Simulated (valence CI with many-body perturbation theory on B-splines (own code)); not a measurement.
## E1 line list for Ta LXVI

Calculated by valence CI with perturbative core correlation (CI+MBPT): six valence electrons over a frozen Dirac-Fock core [He], a basis of 9 s, 9 p, 8 d, 6 f, 3 g, 1 h functions for each j, with the one-electron correlation potential Σ1, the two-electron term Σ2, the three-electron term Σ3, Breit, model QED; selected CI, second order for the rest, scaled by the run's own slope (own B-spline code, finite nucleus).

No measured spectrum was set against this ion. As an estimate, large intervals hold to a few tenths of a per cent, small ones and those within an open d or f shell to about a per cent. Among the levels kept, up to 2300 cm⁻¹ of a level comes from second order outside the variational space, and about a tenth of that is noise between levels of different J, which matters for small intervals.

Lines 51 to 100 of 211 in falling wavelength, among levels below 755.55 Ry, chosen from the strongest by gf and those to the six lowest levels. Wavelengths and rates use the calculated energies. Electric multipoles are in the length gauge with retardation, E1 and E2 with the static RPA response of the core. Weak lines are less certain than strong ones. Lines between different terms over intervals too small for the method are left out, as are lines whose strength nearly cancels. The highest levels of a list are the least certain.

Levels are named by their leading jj configuration (3d3/2^4 stands for four electrons in 3d with j = 3/2), which in mixed levels can hold well under half, so a name can repeat and another be missing. Letters in brackets count levels of one name in rising energy.

```
λ vac (Å)                               Upper                            Lower   A (s⁻¹)  log gf  Branch %
    25.79  (2s^2 2p1/2 2p3/2^2 3p3/2) J=1 [a]  (2s^2 2p1/2 2p3/2^2 3s) J=2 [b]  7.35e+11   -0.66       6.6
    25.76            (2s 2p1/2^2 2p3/2^3) J=1         (2s^2 2p1/2 2p3/2^3) J=1  3.14e+10   -2.03       0.1
    25.59      (2s^2 2p1/2 2p3/2^2 3p3/2) J=0  (2s^2 2p1/2 2p3/2^2 3s) J=1 [a]  1.22e+12   -0.92      36.9
    25.59  (2s^2 2p1/2 2p3/2^2 3p3/2) J=2 [b]  (2s^2 2p1/2 2p3/2^2 3s) J=1 [b]  2.88e+11   -0.85       6.3
    25.51  (2s^2 2p1/2 2p3/2^2 3p3/2) J=3 [b]  (2s^2 2p1/2 2p3/2^2 3s) J=2 [b]  5.51e+11   -0.42      19.8
    25.48      (2s^2 2p1/2^2 2p3/2 3p3/2) J=1      (2s^2 2p1/2^2 2p3/2 3s) J=1  1.03e+12   -0.52      43.7
    25.34  (2s^2 2p1/2 2p3/2^2 3p3/2) J=2 [a]  (2s^2 2p1/2 2p3/2^2 3s) J=1 [a]  6.17e+11   -0.53       6.1
    25.13      (2s^2 2p1/2^2 2p3/2 3d3/2) J=2   (2s^2 2p1/2^2 2p3/2 3p1/2) J=2  4.42e+11   -0.68       0.3
    25.10      (2s^2 2p1/2 2p3/2^2 3p3/2) J=4      (2s^2 2p1/2 2p3/2^2 3s) J=3  1.33e+12    0.05      44.8
    25.07  (2s^2 2p1/2 2p3/2^2 3p3/2) J=3 [b]      (2s^2 2p1/2 2p3/2^2 3s) J=3  7.49e+11   -0.31      26.9
    25.06      (2s^2 2p1/2^2 2p3/2 3d3/2) J=2   (2s^2 2p1/2^2 2p3/2 3p1/2) J=1  4.61e+11   -0.66       0.4
    25.04      (2s^2 2p1/2^2 2p3/2 3p3/2) J=3      (2s^2 2p1/2^2 2p3/2 3s) J=2  1.34e+12   -0.05      57.5
    25.02      (2s^2 2p1/2^2 2p3/2 3p3/2) J=1      (2s^2 2p1/2^2 2p3/2 3s) J=2  2.36e+11   -1.18      10.0
    24.97  (2s^2 2p1/2 2p3/2^2 3p3/2) J=3 [a]  (2s^2 2p1/2 2p3/2^2 3s) J=2 [a]  1.38e+12   -0.05      50.1
    24.74  (2s^2 2p1/2 2p3/2^2 3p3/2) J=2 [a]  (2s^2 2p1/2 2p3/2^2 3s) J=2 [a]  6.86e+11   -0.50       6.8
    24.73      (2s^2 2p1/2^2 2p3/2 3d3/2) J=3   (2s^2 2p1/2^2 2p3/2 3p1/2) J=2  9.39e+11   -0.22       3.5
    24.70  (2s^2 2p1/2 2p3/2^2 3p3/2) J=1 [a]  (2s^2 2p1/2 2p3/2^2 3s) J=1 [a]  4.99e+11   -0.86       4.5
    24.55      (2s^2 2p1/2^2 2p3/2 3d3/2) J=1   (2s^2 2p1/2^2 2p3/2 3p1/2) J=2  1.74e+11   -1.33       0.0
    24.48      (2s^2 2p1/2^2 2p3/2 3d3/2) J=1   (2s^2 2p1/2^2 2p3/2 3p1/2) J=1  8.00e+11   -0.67       0.2
    24.30      (2s^2 2p1/2^2 2p3/2 3d3/2) J=0   (2s^2 2p1/2^2 2p3/2 3p1/2) J=1  9.97e+11   -1.05      93.8
    24.13  (2s^2 2p1/2 2p3/2^2 3p3/2) J=1 [a]  (2s^2 2p1/2 2p3/2^2 3s) J=2 [a]  6.06e+10   -1.80       0.5
    24.08      (2s^2 2p1/2^2 2p3/2 3p3/2) J=2      (2s^2 2p1/2^2 2p3/2 3s) J=1  7.96e+11   -0.46      37.1
    23.88  (2s^2 2p1/2 2p3/2^2 3p3/2) J=3 [b]  (2s^2 2p1/2 2p3/2^2 3s) J=2 [a]  2.77e+10   -1.78       1.0
    23.76  (2s^2 2p1/2 2p3/2^2 3p3/2) J=1 [b]  (2s^2 2p1/2 2p3/2^2 3s) J=2 [b]  6.75e+11   -0.77       6.3
    23.67      (2s^2 2p1/2^2 2p3/2 3p3/2) J=2      (2s^2 2p1/2^2 2p3/2 3s) J=2  7.78e+11   -0.49      36.3
    23.33  (2s^2 2p1/2 2p3/2^2 3p3/2) J=2 [b]  (2s^2 2p1/2 2p3/2^2 3s) J=2 [b]  1.01e+12   -0.39      22.0
    22.96  (2s^2 2p1/2 2p3/2^2 3p3/2) J=2 [b]      (2s^2 2p1/2 2p3/2^2 3s) J=3  3.21e+11   -0.90       7.0
    22.93      (2s^2 2p1/2^2 2p3/2 3p3/2) J=0      (2s^2 2p1/2^2 2p3/2 3s) J=1  1.83e+12   -0.84      38.5
    22.83  (2s^2 2p1/2 2p3/2^2 3p3/2) J=1 [b]  (2s^2 2p1/2 2p3/2^2 3s) J=1 [a]  8.05e+11   -0.72       7.6
    22.44  (2s^2 2p1/2 2p3/2^2 3p3/2) J=2 [b]  (2s^2 2p1/2 2p3/2^2 3s) J=1 [a]  4.17e+10   -1.80       0.9
    22.34  (2s^2 2p1/2 2p3/2^2 3p3/2) J=1 [b]  (2s^2 2p1/2 2p3/2^2 3s) J=2 [a]  2.34e+11   -1.28       2.2
    14.16                  (2s^2 2p3/2^4) J=0         (2s 2p1/2^2 2p3/2^3) J=1  3.41e+10   -2.99      43.5
    7.572         (2s 2p1/2^2 2p3/2^2 3s) J=3      (2s^2 2p1/2^2 2p3/2 3s) J=2  2.64e+12   -0.80       7.1
    7.534      (2s 2p1/2^2 2p3/2^2 3p1/2) J=3   (2s^2 2p1/2^2 2p3/2 3p1/2) J=2  2.55e+12   -0.82       0.5
    7.534  (2s 2p1/2^2 2p3/2^2 3p1/2) J=2 [a]   (2s^2 2p1/2^2 2p3/2 3p1/2) J=1  2.34e+12   -1.00       1.1
    7.476     (2s 2p1/2^2 2p3/2^2 3s) J=2 [a]      (2s^2 2p1/2^2 2p3/2 3s) J=1  1.44e+12   -1.22       0.7
    7.436     (2s 2p1/2^2 2p3/2^2 3s) J=2 [a]      (2s^2 2p1/2^2 2p3/2 3s) J=2  1.63e+12   -1.17       0.8
    7.239            (2s 2p1/2^2 2p3/2^3) J=2       (2s^2 2p1/2^2 2p3/2^2) J=2  8.81e+12   -0.46      99.0
    7.190              (2s 2p1/2 2p3/2^4) J=0         (2s^2 2p1/2 2p3/2^3) J=1  1.76e+13   -0.87      99.9
    7.145            (2s 2p1/2^2 2p3/2^3) J=1       (2s^2 2p1/2^2 2p3/2^2) J=0  5.61e+12   -0.89      25.4
    7.141     (2s 2p1/2^2 2p3/2^2 3s) J=1 [a]      (2s^2 2p1/2^2 2p3/2 3s) J=1  1.03e+12   -1.63       0.9
    7.117     (2s 2p1/2^2 2p3/2^2 3s) J=1 [b]      (2s^2 2p1/2^2 2p3/2 3s) J=1  1.49e+13   -0.47       6.5
    7.111              (2s 2p1/2 2p3/2^4) J=1         (2s^2 2p1/2 2p3/2^3) J=2  1.61e+13   -0.44      83.9
    7.105     (2s 2p1/2^2 2p3/2^2 3s) J=1 [a]      (2s^2 2p1/2^2 2p3/2 3s) J=2  8.63e+12   -0.71       7.5
    7.093  (2s 2p1/2^2 2p3/2^2 3p1/2) J=1 [a]   (2s^2 2p1/2^2 2p3/2 3p1/2) J=2  9.91e+11   -1.65       0.1
    7.092  (2s 2p1/2^2 2p3/2^2 3p1/2) J=1 [b]   (2s^2 2p1/2^2 2p3/2 3p1/2) J=2  1.02e+13   -0.64       1.9
    7.089     (2s 2p1/2^2 2p3/2^2 3s) J=2 [b]      (2s^2 2p1/2^2 2p3/2 3s) J=1  2.26e+12   -1.07       4.5
    7.087  (2s 2p1/2^2 2p3/2^2 3p1/2) J=1 [a]   (2s^2 2p1/2^2 2p3/2 3p1/2) J=1  1.60e+13   -0.44       2.4
    7.084  (2s 2p1/2^2 2p3/2^2 3p1/2) J=2 [b]   (2s^2 2p1/2^2 2p3/2 3p1/2) J=2  1.58e+13   -0.23       3.8
    7.083               (2p1/2^2 2p3/2^4) J=0         (2s 2p1/2^2 2p3/2^3) J=1  3.56e+13   -0.57      98.9
```
